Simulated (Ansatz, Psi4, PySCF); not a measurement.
CHN, charge +1, doublet, at a GFN2-xTB geometry (a state made from the parent by changing its charge; the spin is typed, not shown lowest). Base run: MP2/6-311G** in PySCF.

PySCF was given this input:
```python
from pyscf import gto, scf, mp

mol = gto.M(
    atom='''
C    -0.00000000   -0.00000000   -0.48313248
N     0.00000000    0.00000000    0.64166810
H    -0.00000000   -0.00000000   -1.59288180
''',
    basis='6-311g**',
    charge=1,
    spin=1,
    verbose=4,
)

mf = scf.UHF(mol)
mf.kernel()

pt = mp.MP2(mf)
pt.kernel()
print('E(MP2) = %.10f' % pt.e_tot)
```

The same geometry, method and basis name were run in Ansatz (a program for electronic structure) and Psi4 and PySCF, at each program's defaults and at the settings that a row names. The base is PySCF at its defaults. Differences at the defaults can come from grids, fitting, cores and function types together. The rows with settings made alike still differ; the cause (another SCF solution, basis table, core potential or functional code) wasn't traced.

```tsv
code and settings	ΔE vs base (mEh)	basis functions	E (Eh)	SCF cycles	outcome
PySCF, defaults (exact integrals, spherical functions, all electrons correlated)	0.000	42	-92.71656	14	converged
Psi4, defaults (density fitting with its default set, spherical functions, all electrons correlated)	6.465	42	-92.71009	15	another SCF solution
Ansatz, defaults (factorised integrals, spherical functions, frozen core)	36.886	42	-92.67967	-	converged
PySCF, frozen core	36.885	42	-92.67967	14	converged
Psi4, exact integrals, spherical functions, frozen core	43.349	42	-92.67321	15	another SCF solution
Ansatz, high accuracy, frozen core	36.885	42	-92.67967	-	converged
```

A guess, shift, damping, solver or small numerical setting can't move a converged solution much, so rows marked as another SCF solution ended in a different state.

Open shells are given as the SCF converged; they aren't shown to be the lowest states, and a large step between rows can be another state.
